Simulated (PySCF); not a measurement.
## Calculated data, BH$_{4}$NSi, BH$_{4}$NOSi

All values are calculated (PySCF 2.14.0). Calculation on a computer-drawn molecule: the log of a Hartree-Fock and frozen-core CCSD(T) single point meant for a local Hartree-Fock minimum, with one planted fault or none, to be diagnosed. Offsets are logged minus clean, where the clean run is the same molecule without the fault. The reference is restricted for singlets and unrestricted otherwise, and also for a bond in bohr or an excited solution. Adding or removing an electron swaps singlet and doublet. The excited solution moves the top pair (singlet) or top alpha electron (doublet) to the lowest empty orbital. Highest occupied and lowest empty are orbital energies over both spins, largest force is the largest gradient component, triples share is (T) over the correlation energy, the T1 limit is 0.02 restricted and 0.045 unrestricted, electrons count all cores, a negative frequency is imaginary (commonest isotopes), and the dipole is about the centre of nuclear charge.

Common to all runs: meant charge 0; meant multiplicity 1; meant basis cc-pV(D+d)Z; logged SCF converged yes; possible faults no fault, one electron removed, one electron added, multiplicity raised by two, geometry at a saddle point, SCF held on an excited solution, minimal basis STO-3G, one bond length entered in bohr, all coordinates scaled.

(1) 
```xyz
7
formula=BH4NSi logged_electrons=30 logged_basis_functions=71 logged_spin_squared=0 logged_highest_occupied=-5.6619 logged_lowest_empty=-2.7855 logged_largest_force=0.064537 logged_dipole_magnitude=2.696 logged_SCF_stable_within_its_kind=no logged_energy_HF=-370.13664 planted_fault=SCF_held_on_an_excited_solution HF_energy_offset_from_clean_run=169.5
B     -1.1261     3.1947     1.0258
N     -1.0991     2.5951    -0.2637
Si    -0.5196     1.0400    -0.7947
H     -1.5832     4.2996     1.1531
H     -0.6949     2.5956     1.9691
H     -1.4805     3.1666    -0.9979
H     -0.0628     0.5553     0.5641
```

Units: logged_highest_occupied, logged_lowest_empty in eV; logged_largest_force in hartree/bohr; logged_dipole_magnitude in debye; logged_energy_HF in hartree; HF_energy_offset_from_clean_run in kcal/mol.

Drawn bonds:
```
atom  other atom  order
   1           2      1
   2           3      1
   1           4      1
   1           5      1
   2           6      1
   3           7      1
```

Notes: coupled-cluster numbers left out as unreliable.

(2) 
```xyz
7
formula=BH4NSi logged_electrons=30 logged_basis_functions=71 logged_spin_squared=0 logged_highest_occupied=-9.196 logged_lowest_empty=0.84787 logged_largest_force=0.042535 logged_T1_diagnostic=0.017388 logged_D1_diagnostic=0.055903 logged_triples_share=0.032252 logged_CC_converged=yes logged_dipole_magnitude=0.89159 logged_SCF_stable_within_its_kind=yes logged_energy_HF=-370.37736 logged_energy_CCSD(T)=-370.77823 planted_fault=all_coordinates_scaled,by_+7.5_% HF_energy_offset_from_clean_run=18.49 CCSD(T)_energy_offset_from_clean_run=11.69
B     -1.2106     3.4343     1.1027
N     -1.1816     2.7897    -0.2835
Si    -0.5585     1.1180    -0.8543
H     -1.7020     4.6221     1.2396
H     -0.7470     2.7903     2.1167
H     -1.5915     3.4041    -1.0728
H     -0.0675     0.5970     0.6064
```

Units: logged_highest_occupied, logged_lowest_empty in eV; logged_largest_force in hartree/bohr; logged_dipole_magnitude in debye; logged_energy_HF, logged_energy_CCSD(T) in hartree; HF_energy_offset_from_clean_run, CCSD(T)_energy_offset_from_clean_run in kcal/mol.

Drawn bonds:
```
atom  other atom  order
   1           2      1
   2           3      1
   1           4      1
   1           5      1
   2           6      1
   3           7      1
```

(3) 
```xyz
8
formula=BH4NOSi logged_electrons=39 logged_basis_functions=85 logged_spin_squared=0.8239 logged_highest_occupied=1.032 logged_lowest_empty=7.7341 logged_largest_force=0.04236 logged_T1_diagnostic=0.022065 logged_D1_diagnostic=0.084484 logged_triples_share=0.030763 logged_CC_converged=yes logged_dipole_magnitude=0.50085 logged_SCF_stable_within_its_kind=yes logged_energy_HF=-445.2665 logged_energy_CCSD(T)=-445.86556
B      0.4260    -1.4268     1.3797
N      0.0798    -0.7894     0.1613
Si    -1.1906     0.3133    -0.0820
O     -1.5190     0.9612    -1.3880
H      1.3504    -2.1871     1.4096
H     -0.2164    -1.1919     2.3641
H      0.6353    -1.0049    -0.6482
H     -1.8885     0.5085     1.1895
```

Units: logged_highest_occupied, logged_lowest_empty in eV; logged_largest_force in hartree/bohr; logged_dipole_magnitude in debye; logged_energy_HF, logged_energy_CCSD(T) in hartree.

Drawn bonds:
```
atom  other atom  order
   1           2      1
   2           3      1
   3           4      2
   1           5      1
   1           6      1
   2           7      1
   3           8      1
```

Notes: highest electron not bound in this basis.

Q: Which fault was planted in the run of BH$_{4}$NOSi (entry 3)?
A: one electron added

Further results for BH$_{4}$NOSi (entry 3):

* HF energy offset from clean run: 39.49 kcal/mol
* CCSD(T) energy offset from clean run: 26.03 kcal/mol
